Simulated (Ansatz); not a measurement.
System: sum formula SiOF3 (charge 0, doublet). It need not be the lowest isomer of its formula. SMILES: [O][Si](F)(F)F
Geometry from a B3LYP-D3(BJ)/def2-TZVP (Ansatz, a first-principles code) optimisation:
```
Si
F 1 1.5703
F 1 1.5707 2 110.36
F 1 1.5707 2 110.36 3 118.49
O 1 1.6536 2 105.57 3 -120.75
```
Charge 0, spin multiplicity 2.

Wanted: atomisation energy (electronic, to ground-state atoms), in kJ/mol. Correlated levels leave the core frozen unless marked. Open shells are spin-unrestricted. No spin-orbit coupling. No relativistic terms. The coupled-cluster limit lacks core correlation, which all-electron functionals hold. Basis-set limits of correlation are two-point, X^-3; Hartree-Fock from the larger set (for Q and 5 zeta extrapolated as (X+1)exp(-9√X)).

```csv
level,program,atomisation energy (kJ/mol)
revPBE/def2-TZVPD,Ansatz,…
BHLYP-D4/def2-TZVPD,Ansatz + dftd4,2052.4
r2SCANh-D4/def2-TZVPD,Ansatz + dftd4,2159.0
r2SCAN0-D4/def2-TZVPD,Ansatz + dftd4,2115.5
B2PLYP-D3(BJ)/def2-TZVPD,Ansatz + dftd3,…
"CCSD(T)/CBS(cc-pV(Q+d)Z,cc-pV(5+d)Z)",Ansatz,2204.1
```

**Question.** Fill in the missing entries.

**Answer.** 
- revPBE/def2-TZVPD, atomisation energy (kJ/mol): 2090.6
- B2PLYP-D3(BJ)/def2-TZVPD, atomisation energy (kJ/mol): 2156.0
